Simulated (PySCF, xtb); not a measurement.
Al(F)(OH)(SH) (AlFH2OS), SMILES [SH][Al]([OH])[F].

GFN2-xTB in xtb at its own geometry gives an orbital gap of 3.62 eV and a dipole moment of 3.54 D.

The structure is a stationary point at PBE0-D3(BJ)/def2-SVP. One conformer was computed; it need not be the lowest.

Problem. What does ωB97X/def2-TZVPD run with PySCF give? (Estimate from the structure and the level; the computed values follow.)

Solution. gap 10.97 eV (levels -10.40 and 0.58 eV), dipole 1.73 D.
